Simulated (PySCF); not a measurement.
## Computed properties of AlCl₂Br, SMILES [Br][Al]([Cl])[Cl]

AlCl2Br, SMILES [Cl][Al]([Cl])[Br]. The structure is a stationary point at PBE0-D3(BJ)/def2-SVP. Other conformers were not sampled. All values are computed for the isolated molecule unless a solvent is named; none is compared with measurement here.

**Structure.** The optimised structure has C2v symmetry. All 6 harmonic modes at PBE0-D3(BJ)/def2-SVP (PySCF) are real, so it is a minimum. With heavy atoms numbered as in [Al:1]([Cl:2])([Cl:3])[Br:4], the shortest bond between them is Al1–Cl3 at 2.080 Å and the longest Al1–Br4 at 2.227 Å.

**Vibrations.** The strongest infrared lines (harmonic, unscaled, degenerate partners summed) lie at 577 cm⁻¹ (165 km/mol, Al 71 %, Cl 23 %), 635 cm⁻¹ (154 km/mol, Al 67 %, Cl 33 %), 193 cm⁻¹ (33 km/mol, Al 83 %, Cl 15 %). The softest mode is at 122 cm⁻¹ and the zero-point energy is 2.8 kcal/mol.

**Electronic structure.** CAM-B3LYP/def2-TZVPD (PySCF) places the frontier levels at -10.32 and -0.78 eV, a gap of 9.54 eV, and gives a dipole moment of 0.24 D and a mean polarisability of 71.1 bohr³.

**Excitations.** TDA-ωB97X/def2-SVPD (PySCF) has S1 at 6.69 eV (185 nm, f = 0.015, weak); the most intense of the 10 singlets computed lies at 7.87 eV (f = 0.25). T1 (TDA) is at 6.35 eV, 0.34 eV under S1. No vertical singlet excitation falls in the visible range (under 3.1 eV).
